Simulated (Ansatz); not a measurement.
System: WH5, charge 1, multiplicity 1. The spin state was set by rule; other spins were not relaxed. 
Geometry from a B3LYP-D3(BJ)/def2-TZVP (Ansatz, an electronic-structure program) optimisation:
```
W
H 1 1.6522
H 2 1.6089 1 61.74
H 2 1.6089 3 123.47 1 0.00
H 1 1.6957 2 120.17 3 -90.00
H 1 1.6957 2 120.17 3 90.00
```
Charge +1, spin multiplicity 1.

Question: Give the harmonic wavenumbers at B3LYP-D3(BJ)/def2-TZVP (Ansatz, finite differences of forces, unscaled).

Answer: 288, 291, 718, 939, 940, 1014, 1038, 2058, 2068, 2104, 2107, 2124 cm⁻¹. Zero-point energy 22.4 kcal/mol.

Question: From these and the geometry, give the ideal-gas thermochemistry at 298.15 K and 1 atm (rigid rotor, harmonic oscillator).

Answer: Point group C2v, rotational symmetry number 2. Rotational constants 60.3, 51.33, 49.89 GHz. S(trans) 41.61, S(rot) 16.91, S(vib) 3.65, S(elec, spin only) 0.00, S 62.2 cal/(mol K). H(298) - H(0) 3.08 kcal/mol; G - E(el) 7.0 kcal/mol.
